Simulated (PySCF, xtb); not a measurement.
PbCl2, SMILES [Cl][Pb][Cl] (connectivity only; charge and spin as stated), neutral, multiplicity 1.

Harmonic wavenumbers (cm⁻¹) from GFN2-xTB (xtb 6.7.1) at its own minimum, in rising order: 76, 250, 270.

### Question
What does ωB97X-D3(BJ)/def2-TZVP (PySCF) give at its own minimum? (The exact figures need the calculation; the answer reports its results.)

### Answer
105, 321, 341. Paired by order, the mean absolute difference is 57 cm⁻¹ and the zero-point energies are 0.9 and 1.1 kcal/mol.
